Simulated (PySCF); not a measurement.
Method: PySCF with TPSSh-D3(BJ)/def2-TZVP // PBE-D3(BJ)/def2-SVP. All species are isolated molecules in the gas phase. One relaxed conformer stands for a flexible species; it need not be the lowest. 

Reference species: [Zn(NH2)(H)] (neutral, multiplicity 1).

- coordination number = 2
- charge on the central atom (meta-Löwdin) = 0.99 e

Changed species: [Zn(H)2] (2 of 2 NH2 replaced by H; the reference has 1 of 2 NH2 replaced by H).

Task: Predict the effect on the coordination number and charge on the central atom (meta-Löwdin).

Result: the coordination number stays essentially unchanged; the charge on the central atom (meta-Löwdin) falls by 0.11 e, to 0.88 e.
